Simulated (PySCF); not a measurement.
These are B3LYP-D3(BJ)/def2-TZVP // PBE-D3(BJ)/def2-SVP in PySCF values and carry that method's errors. All species are isolated molecules in the gas phase. One relaxed conformer stands for a flexible species; it need not be the lowest. B3LYP has the VWN-RPA correlation part, as in Gaussian. 

Reference species: [Zn(OH)(H)] (neutral, multiplicity 1).

```
Property                               Result
-------------------------------------  ------
charge on the central atom (Mulliken)  0.37 e
coordination number                         2
```

Changed species: [Zn(OH)2] (0 of 2 OH replaced by H; the reference has 1 of 2 OH replaced by H).

**Question.** What does the change do to the charge on the central atom (Mulliken) and coordination number?

**Answer.** the charge on the central atom (Mulliken) goes up by 0.25 e, to 0.62 e; the coordination number hardly moves.
